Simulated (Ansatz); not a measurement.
```xyz
2

B     0.0000    0.0000   -0.7239
B     0.0000    0.0000    0.7239
```

Basis set: def2-TZVP (spherical functions). Frozen core: 2 orbitals. Charge 0, multiplicity 3.

Computed with Ansatz (development build ahead of 0.2.0); each method stands on the lowest determinant of its kind that the runs found.

The atomization energy at this shape (free ground-state atoms in the same class of orbitals less the molecule, no zero-point energy) of triplet B₂:

```json
{"method": "UHF-MP2", "atomization energy": "56.87 kcal/mol"}
```

(1) What does UHF give?

Results:

(1) 52.74 kcal/mol. Caution: the shape is not the minimum; the unrestricted determinant is a mixture of spin states.
